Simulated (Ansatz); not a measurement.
Gas-phase electronic energies from Ansatz, PBE0-D4/def2-TZVP geometries. CCSD(T)/CBS adds triple-zeta CCSD(T) − MP2 to the extrapolated MP2 energy (def2 sets, frozen cores). Functionals use def2-TZVPP. B3LYP here is the variant with VWN-RPA as its local correlation; programs differ in this. Each species was taken in one conformer, which may not be the lowest.

Consider the isomerisation: `CB/C=C/O` → `CC1CB1O`.

CCSD(T)/CBS gives -67.5 kJ/mol.

Question: Another level gave -64.5 kJ/mol. Which?
A. PBE/def2-TZVPP
B. CCSD/def2-TZVPP
C. B3LYP/def2-TZVPP
D. PBE0-D4/def2-TZVPP

Answer: A. PBE -64.5, CCSD/def2-TZVPP -69.2, PBE0-D4 -73.3, B3LYP -55.3 kJ/mol.

Question: What do rigid-rotor, harmonic-oscillator terms from PBE0-D4/def2-TZVP frequencies (298.15 K, 1 bar) make of the CCSD(T)/CBS value? (Best estimate.)

Answer: The calculation gave: ΔZPE = +6.0 kJ/mol, ΔH = -63.0 kJ/mol, ΔS = -13 J/(mol·K), ΔG = -59.3 kJ/mol.

Largest T1 diagnostic among the species: 0.013.

From PBE to PBE0 (25 % exact exchange), in def2-TZVPP and without D4, ΔE moves by −8.6 kJ/mol. Leaving LDA and LC-ωPBE aside and taking each functional with its dispersion term where it has one, the values, not all of them listed here, spread over 32.1 kJ/mol, from PBE-QIDH to BLYP-D4. LDA lies −15.5 kJ/mol from PBE without D4.
